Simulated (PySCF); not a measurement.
Predicted microwave data (PBE0/pcSseg-1 in PySCF (dipole) on a GFN2-xTB geometry, gas phase) for one isomer of C5H14P2:

```
Rotational constants : A = 1826, B = 1155, C = 769.6 MHz
Dipole components    : |μa| = 1.57 D, |μb| = 0.09 D, |μc| = 0.87 D
Inertial defect      : -57.54 u·Å²
κ                    : -0.27
```

Problem. Which structure is it? (One computed conformer of each.)
A. `[CH3:1][CH:2]([CH3:3])[PH:4][CH2:5][CH2:6][PH2:7]` with C1–C2–P4–C5 -170°, C2–P4–C5–C6 -165°, P4–C5–C6–P7 -26°, C5–C6–P7–H -70° and -163°
B. `[CH3:1][P:2]([PH2:3])[C:4]([CH3:5])([CH3:6])[CH3:7]` with C1–P2–P3–H -68° and -159°
C. `[CH3:1][CH2:2][P:3]([CH2:4][CH3:5])[CH2:6][PH2:7]` with C1–C2–P3–C4 86°, C2–P3–C4–C5 -177°, C2–P3–C6–P7 90°, P3–C6–P7–H -42° and 50°

Solution. C. It is CCP(CC)CP, an asymmetric top, point group C1. The candidates at the same level (rigid rotor, commonest isotopes):

```csv
SMILES,A (MHz),B (MHz),C (MHz),μa (D),μb (D),μc (D),Δ (u·Å²),point group,rotor
CC(C)PCCP,3713,865.3,753.8,0.58,1.83,0.58,-49.76,C1,near-prolate asymmetric top
CCP(CC)CP,1826,1155,769.6,1.57,0.09,0.87,-57.54,C1,asymmetric top
CP(P)C(C)(C)C,2264,1391,1150,0.63,0.41,0.37,-146.91,C1,asymmetric top
```

`CP(P)C(C)(C)C` has C 49 % too high; `CC(C)PCCP` has A 103 % too high. No structure here is proved a minimum.
